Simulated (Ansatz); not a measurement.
Gas-phase electronic energies from Ansatz, PBE0-D4/def2-TZVP geometries. CBS: MP2 limit from def2 TZ/QZ plus the TZ coupled-cluster correction, frozen cores. DFT in def2-TZVPP. One conformer a species, not always the lowest.

Reaction (redistribution): `N[SiH](F)CCl` + `COB([SiH3])Cl` → `N[SiH]([SiH3])CCl` + `COB(F)Cl`

`N[SiH](F)CCl`:

```xyz
10

N     0.542    1.447    0.507
Si    0.343   -0.228    0.591
F    -0.433   -0.723    1.908
C    -0.736   -0.835   -0.814
Cl    0.086   -0.596   -2.379
H    -0.191    2.088    0.255
H     1.351    1.914    0.878
H     1.677   -0.861    0.618
H    -0.951   -1.900   -0.711
H    -1.689   -0.306   -0.853
```

`COB([SiH3])Cl`:

```xyz
11

C    -0.802   -1.995   -0.047
O    -0.580   -0.617   -0.304
B     0.350    0.161    0.253
Si    0.498    2.113   -0.257
Cl    1.496   -0.478    1.460
H    -1.808   -2.108    0.360
H    -0.072   -2.397    0.655
H    -0.739   -2.530   -0.995
H     0.330    2.960    0.956
H     1.852    2.382   -0.816
H    -0.524    2.508   -1.264
```

`N[SiH]([SiH3])CCl`:

```xyz
13

N    -1.597    0.435   -1.067
Si   -0.144   -0.304   -0.530
Si   -0.325   -0.810    1.753
C     1.392    0.773   -0.787
Cl    2.811   -0.112   -0.151
H    -2.093    1.122   -0.527
H    -1.876    0.437   -2.033
H     0.067   -1.526   -1.351
H     0.768   -1.699    2.222
H    -0.284    0.452    2.547
H    -1.631   -1.473    2.016
H     1.331    1.721   -0.251
H     1.581    0.983   -1.840
```

`COB(F)Cl`:

Cartesian coordinates in Å:
```
C 1.002 0.486 -0.093
O -0.126 0.192 0.707
B -1.198 -0.503 0.326
F -2.166 -0.691 1.204
Cl -1.410 -1.190 -1.286
H 1.872 -0.015 0.334
H 1.164 1.564 -0.070
H 0.862 0.157 -1.124
```

Problem. Is it downhill or uphill in electronic energy at CCSD(T)/CBS, and by how much? (Best estimate.)

Solution. The calculation gave: Uphill: ΔE = +3.0 kcal/mol.

Problem. What do these levels give: PBE-D4, r2SCAN-D4, HF/def2-TZVPP, SCS-MP2/def2-TZVPP, CCSD(T)/def2-TZVPP, HF/def2-QZVPP? (Estimate.)

Solution. Computed: PBE-D4 0.0, r2SCAN-D4 1.2, HF/def2-TZVPP 2.2, SCS-MP2/def2-TZVPP 3.0, CCSD(T)/def2-TZVPP 2.0, HF/def2-QZVPP 2.7 kcal/mol.

Largest T1 diagnostic among the species: 0.013.

The D4 term adds −0.8 kcal/mol with B3LYP and −0.5 kcal/mol with PBE0; it sums over pairs of atoms, weighted by their polarisabilities, and B3LYP, whose exchange is more repulsive, gets the larger term.

B3LYP here is the variant with VWN-RPA as its local correlation; programs differ in this.
